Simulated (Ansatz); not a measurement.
Relaxation of ClGaH$_{4}$O$_{3}$ (9 atoms, charge 0, multiplicity 1), to a largest force component of 0.03 eV/Å in at most 50 steps.

Computed with RKS PBE/def2-SVP in Ansatz 0.2.0.

```xyz
9
Properties=species:S:1:pos:R:3
Ga -0.077 -0.390 -0.113
Cl -0.044 -0.860 2.064
O 1.500 -0.292 -0.960
H 2.216 -0.616 -0.378
O -1.610 -0.381 -1.026
H -2.370 -0.401 -0.412
O -0.052 2.318 1.115
H 0.892 2.526 0.960
H -0.012 1.704 1.894
```

**Question.** Where does it end, and by what steps?

**Answer.** The run converged. After 13 steps the energy has fallen by 0.493 eV; H8 moved furthest, 0.78 Å. Joined: Ga1–O7 (2.97 → 2.12 Å).

| step | energy less start (eV) | largest force component (eV/Å) | accepted |
| --- | --- | --- | --- |
| 0 | 0.0000 | 0.768 | yes |
| 1 | -0.1338 | 1.001 | yes |
| 2 | -0.2972 | 1.120 | yes |
| 3 | -0.3827 | 0.624 | yes |
| 4 | -0.4226 | 0.499 | yes |
| 5 | -0.4418 | 0.322 | yes |
| 6 | -0.4536 | 0.361 | yes |
| 7 | -0.4635 | 0.342 | yes |
| 8 | -0.4746 | 0.432 | yes |
| 9 | -0.4829 | 0.298 | yes |
| 10 | -0.4889 | 0.172 | yes |
| 11 | -0.4918 | 0.066 | yes |
| 12 | -0.4919 | 0.077 | yes |
| 13 | -0.4933 | 0.029 | yes |

```xyz
9
Properties=species:S:1:pos:R:3
Ga -0.167 -0.076 0.191
Cl -0.246 -1.053 2.157
O 1.483 0.301 -0.509
H 2.106 -0.447 -0.525
O -1.563 -0.213 -0.933
H -2.351 -0.549 -0.469
O 0.048 1.922 0.875
H 0.975 1.892 0.512
H 0.158 1.830 1.845
```

Whether the end is a true minimum wasn't checked by a vibrational analysis.

Time of the run: 17 s on 2 threads of Intel(R) Xeon(R) Platinum 8559C (Emerald Rapids), on a shared host, peak memory 0.18 GiB.
